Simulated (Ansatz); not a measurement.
F₂S, triplet, at a GFN2-xTB geometry (a higher spin typed on purpose: for a closed-shell molecule this is an excited state).

The Ansatz (a quantum-chemistry and plane-wave program) input:
Ansatz 0.2 input:
```yaml
crystal:
  periodic: [false, false, false]
  atoms:
    - {symbol: F, position_ang: [-1.06282617, -0.59373096, -0.00094504]}
    - {symbol: S, position_ang: [-0.09238123, 0.70770983, -0.00877839]}
    - {symbol: F, position_ang: [1.22705948, -0.66441984, 0.01655107]}
basis:
  gaussian:
    orbitals: 6-31G*
    fitting: {mean_field: cc-pVTZ-JKFIT, correlation: cc-pVTZ-RIFIT}
magnetization: {spin_polarized: true, initial_magnetization: 2}
correlation: {method: ccsd_t}
```

Q: What does this run give for the number of basis functions, coupled-cluster correlation energy (without the perturbative part), T1 diagnostic?

A: 
```yaml
number_of_basis_functions: 49
coupled-cluster correlation energy (without the perturbative part): -0.4756 Eh
T1 diagnostic: 0.034
```
